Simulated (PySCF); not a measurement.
## Relaxation of triplet PdOCl₂

Level of theory: UB3LYP in PySCF with Pd def2-SVP with ECP28, O def2-SVP, Cl def2-SVP; scalar-relativistic core potentials, no spin–orbit coupling; density-fitted integrals. A (50,194) grid was used.

A hand-made trigonal planar start, of C2v symmetry, held to at least that symmetry:

Coordinates in bohr (charge 0 multiplicity 3):
```
Pd   -0.2401   -0.4159    0.0000
O    -1.8842   -3.2635    0.0000
Cl    3.8984   -0.4159    0.0000
Cl   -2.3094    3.1682    0.0000
```

Optimiser trace:
```
step  E − E(last) (kJ/mol)  largest gradient (Eh/bohr)
   0                 25.13                     0.02513
   1                 12.74                     0.00782
   2                  7.53                     0.00745
   3                  4.42                     0.00927
   4                  2.27                     0.00886
   5                  0.44                     0.00457
   6                  0.00                     0.00023
   7                  0.00                     0.00002
```

It ends at C2v with Pd–Cl 2.264 Å (×2), Pd–O 1.745 Å; Cl–Pd–Cl 145.3°, Cl–Pd–O 107.4° (×2) (after a last refinement on a finer grid). No frequency check is given, so it may be a saddle point.

Open d and f shells are described by one determinant, and the ground state may have another occupation or spin.

The relaxation took about 40 core-seconds on a shared host.
